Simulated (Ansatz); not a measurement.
```yaml
crystal:
  periodic: [true, true, true]
  atoms:
    - {symbol: C, position_ang: [-2.610418, -1.389036, -0.118052]}
    - {symbol: O, position_ang: [-1.385761, -1.074050, 0.453008]}
    - {symbol: Ti, position_ang: [0.042638, 0.020725, 0.119670]}
    - {symbol: N, position_ang: [-0.864493, 1.568813, -0.549053]}
    - {symbol: C, position_ang: [-0.362258, 2.471233, -1.549164]}
    - {symbol: C, position_ang: [-1.897024, 2.176378, 0.250120]}
    - {symbol: N, position_ang: [0.939868, -0.548410, -1.459262]}
    - {symbol: C, position_ang: [0.003706, -0.914455, -2.502619]}
    - {symbol: C, position_ang: [2.286522, -0.811294, -1.882595]}
    - {symbol: C, position_ang: [1.147630, 1.443449, 1.691260]}
    - {symbol: C, position_ang: [2.167259, 0.734184, 1.030432]}
    - {symbol: C, position_ang: [2.017885, -0.634311, 1.344070]}
    - {symbol: C, position_ang: [0.904963, -0.789666, 2.201678]}
    - {symbol: Si, position_ang: [0.176330, -2.374390, 2.837011]}
    - {symbol: C, position_ang: [0.368893, 0.510110, 2.402561]}
    - {symbol: H, position_ang: [-3.349256, -1.604180, 0.663336]}
    - {symbol: H, position_ang: [-2.528875, -2.278739, -0.755100]}
    - {symbol: H, position_ang: [-2.993779, -0.563417, -0.734129]}
    - {symbol: H, position_ang: [0.391828, 1.979924, -2.164736]}
    - {symbol: H, position_ang: [0.097199, 3.369253, -1.103448]}
    - {symbol: H, position_ang: [-1.171783, 2.822189, -2.206619]}
    - {symbol: H, position_ang: [-1.533348, 3.058904, 0.802689]}
    - {symbol: H, position_ang: [-2.296314, 1.466455, 0.978435]}
    - {symbol: H, position_ang: [-2.734355, 2.514838, -0.377540]}
    - {symbol: H, position_ang: [0.218769, -0.366153, -3.431687]}
    - {symbol: H, position_ang: [-1.023593, -0.678470, -2.218338]}
    - {symbol: H, position_ang: [0.055648, -1.988144, -2.732102]}
    - {symbol: H, position_ang: [2.437653, -1.878067, -2.107186]}
    - {symbol: H, position_ang: [3.010989, -0.521242, -1.124508]}
    - {symbol: H, position_ang: [2.523903, -0.256515, -2.802842]}
    - {symbol: H, position_ang: [0.974189, 2.508054, 1.636109]}
    - {symbol: H, position_ang: [2.911534, 1.165131, 0.376985]}
    - {symbol: H, position_ang: [2.632394, -1.438732, 0.966493]}
    - {symbol: H, position_ang: [0.967508, -2.868857, 3.999598]}
    - {symbol: H, position_ang: [-1.214678, -2.138446, 3.296746]}
    - {symbol: H, position_ang: [0.207528, -3.429534, 1.792291]}
    - {symbol: H, position_ang: [-0.518922, 0.736464, 2.976501]}
basis:
  gaussian: {orbitals: def2-mTZVP}
hamiltonian: {xc: {name: revPBE0}, dispersion: d3bjatm}
output: {forces: true}
```

```sh
$ ansatz run in.yaml --threads 11 --pin off --events-out ev --progress --plain --max-ram 110592MiB --backend cuda --devices 0, --max-vram 75GiB
```

Shortened log:

```
Error: YAML parse error: error: line 2 column 3: crystal: missing field `lattice` (a structure is typed as `lattice` and `atoms`, a molecule's as `atoms` in Å alone, or read from a run's directory, `checkpoint`)
 --> <input>:2:3
1 | crystal:
2 |   periodic: [true, true, true]
3 |   atoms:
4 |     - {symbol: C, position_ang: [-2.610418, -1.389036, -0.118052]}
```

**Question.** Something in this input is off. What?

**Answer.** The molecule is marked periodic without a cell. The input was rejected before any iteration.
